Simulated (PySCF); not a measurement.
# From a computed spectrum to the compound

A species of 7 atoms with charge 2 has these harmonic modes (PBE, small Gaussian bases with core potentials, PySCF 2.14.0):

```csv
cm⁻¹,km/mol
118,1.3
134,27.2
135,41.5
326,216.8
352,299.6
453,69.2
508,11.8
794,33.1
795,33.1
1548,98.8
1553,11.3
3480,1057.3
3496,14.8
3573,447.0
3573,449.5
```

(1) Which species is it, and in which structure?

Answers

(1) [Hg(H2O)2]2+ (singlet):
```xyz
7

Hg   -0.0069    0.0000    0.0000
O     0.0782   -0.0301    2.0701
H     0.4956    0.7142    2.5773
H    -0.6541   -0.4286    2.6085
O     0.0361    0.0298   -2.0710
H     0.4431   -0.7150   -2.5859
H    -0.7084    0.4262   -2.5940
```
Ideal gas at 298.15 K and 1 bar: S = 327.8 J/(mol K), Cp = 87.7 J/(mol K), H − H(0 K) = 18.9 kJ/mol (rigid rotor, harmonic modes, spin degeneracy alone). 
 The answer isn't unique; the calculation gave this one.
